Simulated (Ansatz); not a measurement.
Breaking the N4–H6 bond in CH6InN (SMILES C[NH][InH2]) (multiplicity 1 held, fragments rigid). Energies count from the point at 1.009 Å.
Geometry at that point (charge 0, multiplicity 1):
```xyz
9

In    -0.038     0.105     0.631
H     -1.349     0.755     1.527
H      1.517    -0.446     1.110
N     -0.370    -0.047    -1.362
C      0.527    -0.550    -2.386
H     -1.257     0.253    -1.737
H      0.766     0.208    -3.143
H      0.117    -1.422    -2.911
H      1.471    -0.861    -1.934
```

Signs of static correlation in def2-SVP, from Ansatz (an electronic-structure program) runs.

| R (Å) | T1 of restricted CCSD | ⟨S²⟩ of UHF | largest double amplitude of restricted CCSD |
|---|---|---|---|
| 0.807 | 0.017 | 0.000 | 0.058 |
| 0.908 | 0.018 | 0.000 | 0.059 |
| 1.009 | 0.018 | 0.000 | 0.060 |
| 1.110 | 0.019 | 0.000 | 0.061 |
| 1.211 | 0.020 | 0.000 | 0.060 |
| 1.362 | 0.021 | 0.000 | 0.044 |
| 1.514 | 0.023 | 0.112 | 0.044 |
| 1.766 | 0.026 | 0.637 | 0.153 |
| 2.018 | 0.032 | 0.852 | 0.275 |
| 2.321 | 0.041 | 0.957 | (withheld) |
| 2.725 | (withheld) | 1.011 | 0.576 |
| 3.229 | 0.069 | 1.011 | 0.732 |

**Question.** What belongs in the gaps?

**Answer.** 
- 2.321, largest double amplitude of restricted CCSD: 0.412
- 2.725, T1 of restricted CCSD: 0.055

Doubts at one or more of the structures used: a restricted determinant that unrestricted orbitals would lower (R-CCSD(T)/def2-SVP); other coupled-cluster roots lie near (R-CCSD(T)/def2-SVP); T1 above 0.05 (R-CCSD(T)/def2-SVP, U-CCSD(T)/def2-SVP); a spin-contaminated determinant (U-CCSD(T)/def2-SVP).
